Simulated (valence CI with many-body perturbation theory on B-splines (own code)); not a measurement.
# Ba⁷⁺: calculated level list

Method: configuration interaction combined with many-body perturbation theory (CI+MBPT): three valence electrons over a frozen Dirac-Fock core [Kr] 4d10, radial functions for each j: 7 s, 7 p, 7 d, 7 f, 4 g, 2 h, with the one-electron correlation potential Σ1, the two-electron term Σ2, the three-electron term Σ3, Breit, model QED; selected CI, second order for the rest, scaled by the run's own slope (own B-spline code, finite nucleus).

Against 62 measured levels this calculation errs by 1061 cm⁻¹ on average and by 3801 at most. These come from a selection out of Sansonetti and Curry, J. Phys. Chem. Ref. Data 39, 043103 (2010). Levels without a partner in it may be off by more, other configurations by several thousand cm⁻¹. 7 measured levels below the end of the list, from 249919 cm⁻¹ on, found no clear computed partner, and computed levels of the same name lie up to 8910 cm⁻¹ from them.

Levels 46 to 90 of 222, with energies above the lowest level, 5s²5p ²P°_1/2. "Leading %" is the weight of the configuration and term that name the level; weights of strongly mixed levels are sums over their largest components and can fall short. In the jj column 3d3/2^4 stands for four electrons in 3d with j = 3/2.

| No. | Configuration | Term | J | E (cm⁻¹) | Leading % | g | Leading jj |
| --- | --- | --- | --- | --- | --- | --- | --- |
| 46 | 5p³ | ²P° | 3/2 | 338640 | 57 | 1.305 | 5p3/2^3 (74 %) |
| 47 | 5s5p5d | ⁴F° | 7/2 | 341690 | 86 | 1.253 | 5s 5p1/2 5d5/2 (63 %) |
| 48 | 5s5p5d | ⁴P° | 5/2 | 347890 | 52 | 1.451 | 5s 5p1/2 5d5/2 (85 %) |
| 49 | 5s5p5d | ⁴D° | 3/2 | 349790 | 59 | 1.340 | 5s 5p1/2 5d3/2 (49 %) |
| 50 | 5s5p5d | ⁴D° | 1/2 | 350290 | 84 | 0.258 | 5s 5p1/2 5d3/2 (76 %) |
| 51 | 5s5p5d | ⁴F° | 9/2 | 354900 | 98 | 1.334 | 5s 5p3/2 5d5/2 (98 %) |
| 52 | 5s5p5d | ²F° | 5/2 | 360360 | 48 | 1.036 | 5s 5p1/2 5d5/2 (38 %) |
| 53 | 5s5p5d | ²D° | 3/2 | 362750 | 55 | 0.867 | 5s 5p3/2 5d3/2 (33 %) |
| 54 | 5s5p5d | ⁴D° | 7/2 | 365190 | 83 | 1.400 | 5s 5p3/2 5d5/2 (57 %) |
| 55 | 5s5p5d | ⁴D° | 5/2 | 366050 | 52 | 1.312 | 5s 5p3/2 5d3/2 (72 %) |
| 56 | 5s5p5d | ⁴P° | 1/2 | 366830 | 90 | 2.427 | 5s 5p3/2 5d3/2 (95 %) |
| 57 | 5s5p5d | ⁴P° | 3/2 | 367340 | 65 | 1.535 | 5s 5p3/2 5d3/2 (71 %) |
| 58 | 5s5p5d | ²D° | 5/2 | 372770 | 43 | 1.210 | 5s 5p3/2 5d5/2 (79 %) |
| 59 | 5s²6p | ²P° | 1/2 | 380940 | 94 | 0.666 | 5s^2 6p1/2 (94 %) |
| 60 | 5s5p5d | ²F° | 7/2 | 383610 | 88 | 1.144 | 5s 5p3/2 5d5/2 (58 %) |
| 61 | 5s²6p | ²P° | 3/2 | 386920 | 34 | 1.221 | 5s^2 6p3/2 (34 %) |
| 62 | 5s²6p | ²P° | 3/2 | 391350 | 60 | 1.243 | 5s^2 6p3/2 (60 %) |
| 63 | 4f5p² | ⁴G° | 5/2 | 391540 | 54 | 0.781 | 4f5/2 5p1/2^2 (76 %) |
| 64 | 4f²5s | ⁴H | 7/2 | 394300 | 99 | 0.666 | 4f5/2^2 5s (79 %) |
| 65 | 4f5p² | ⁴G° | 7/2 | 394560 | 28 | 1.136 | 4f7/2 5p1/2^2 (79 %) |
| 66 | 4f²5s | ⁴H | 9/2 | 394780 | 99 | 0.969 | 4f5/2 4f7/2 5s (64 %) |
| 67 | 4f²5s | ⁴H | 11/2 | 395380 | 100 | 1.133 | 4f5/2 4f7/2 5s (79 %) |
| 68 | 4f²5s | ⁴H | 13/2 | 396090 | 100 | 1.231 | 4f7/2^2 5s (84 %) |
| 69 | 5s5p5d | ²F° | 7/2 | 398610 | 77 | 1.156 | 5s 5p3/2 5d5/2 (51 %) |
| 70 | 4f²5s | ⁴F | 3/2 | 398970 | 99 | 0.399 | 4f5/2^2 5s (60 %) |
| 71 | 5s5p5d | ²F° | 5/2 | 399190 | 58 | 0.921 | 5s 5p3/2 5d3/2 (61 %) |
| 72 | 4f²5s | ⁴F | 5/2 | 399260 | 99 | 1.028 | 4f5/2 4f7/2 5s (67 %) |
| 73 | 5s5p5d | ²P° | 1/2 | 399540 | 77 | 0.649 | 5s 5p3/2 5d5/2 (71 %) |
| 74 | 4f²5s | ⁴F | 7/2 | 399630 | 99 | 1.237 | 4f5/2 4f7/2 5s (87 %) |
| 75 | 4f²5s | ⁴F | 9/2 | 400040 | 98 | 1.329 | 4f5/2 4f7/2 5s (48 %) |
| 76 | 4f5p² | ²G° | 7/2 | 402570 | 66 | 0.916 | 4f5/2 5p1/2 5p3/2 (89 %) |
| 77 | 5s5p5d | ²D° | 3/2 | 402980 | 32 | 0.974 | 5s 5p3/2 5d3/2 (38 %) |
| 78 | 5s5p5d | ²D° | 5/2 | 404310 | 21 | 0.999 | 4f5/2 5p1/2 5p3/2 (49 %) |
| 79 | 4f²5s | ²G | 9/2 | 404490 | 88 | 1.097 | 4f7/2^2 5s (41 %) |
| 80 | 4f²5s | ²G | 7/2 | 404550 | 97 | 0.890 | 4f5/2 4f7/2 5s (48 %) |
| 81 | 4f²5s | ²H | 9/2 | 406100 | 90 | 0.926 | 4f5/2 4f7/2 5s (64 %) |
| 82 | 5s5p5d | ²P° | 1/2 | 406110 | 73 | 0.623 | 5s 5p3/2 5d3/2 (61 %) |
| 83 | 4f5p² | ⁴G° | 9/2 | 406390 | 45 | 1.120 | 4f5/2 5p1/2 5p3/2 (45 %) |
| 84 | 4f²5s | ²H | 11/2 | 407150 | 98 | 1.090 | 4f7/2^2 5s (62 %) |
| 85 | 4f5p² | ⁴D° | 7/2 | 407690 | 52 | 1.219 | 4f7/2 5p1/2 5p3/2 (74 %) |
| 86 | 4f5p² | ⁴G° | 9/2 | 409120 | 35 | 1.202 | 4f7/2 5p1/2 5p3/2 (90 %) |
| 87 | 4f5p² | ²D° | 5/2 | 409600 | 61 | 1.151 | 4f7/2 5p1/2 5p3/2 (45 %) |
| 88 | 4f²5s | ²F | 5/2 | 410320 | 96 | 0.866 | 4f5/2 4f7/2 5s (56 %) |
| 89 | 4f5p² | ⁴D° | 5/2 | 410520 | 40 | 1.149 | 4f7/2 5p1/2 5p3/2 (57 %) |
| 90 | 5s5p5d | ²P° | 3/2 | 410870 | 73 | 1.307 | 5s 5p3/2 5d5/2 (67 %) |

Names give the largest LS component (configuration and term), which can be under half, so a name can repeat, a term be missing and a line seem to break the LS rules; names also repeat where a configuration has a term twice.

Where two levels of one J and parity lie close, their mixing, g and order are uncertain.
